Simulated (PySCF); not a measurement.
C2H6Zn, SMILES [CH3][Zn][CH3] (connectivity only; charge and spin as stated), charge +1, multiplicity 2.

Coordinates come from a PBE0-D3(BJ)/def2-SVP optimisation. The spin state was assumed, not searched. The isomer is the one that the SMILES or the coordinates give; other isomers of the formula were not compared.

Method: TDA-PBE/def2-SVPD in PySCF 2.14.0.

Vertical excitations; the highest root listed may be one member of a degenerate set. The molecule is in vacuum.

| state | energy (eV) | λ (nm) | f | main pairs |
|---|---|---|---|---|
| root 1 | 2.77 | 447 | 0.206 | α HOMO→LUMO 10 %, β HOMO→LUMO 88 % |
| root 2 | 3.86 | 321 | 0.001 | β HOMO−1→LUMO (degenerate set) |
| root 3 | 3.86 | 321 | 0.001 | β HOMO−2→LUMO (degenerate set) |
| root 4 | 4.11 | 302 | 0.000 | β HOMO−3→LUMO (degenerate set) |
| root 5 | 4.11 | 302 | 0.000 | β HOMO−4→LUMO (degenerate set) |
| root 6 | 6.28 | 197 | 0.032 | α HOMO→LUMO 32 %, β HOMO−7→LUMO 66 % |
| root 7 | 6.35 | 195 | 0.000 | β HOMO−5→LUMO (degenerate set) |
| root 8 | 6.35 | 195 | 0.000 | β HOMO−6→LUMO (degenerate set) |
| root 9 | 6.52 | 190 | 0.000 | β HOMO−9→LUMO (degenerate set) |
| root 10 | 6.52 | 190 | 0.000 | β HOMO−8→LUMO (degenerate set) |
Unrestricted roots are not spin-pure.
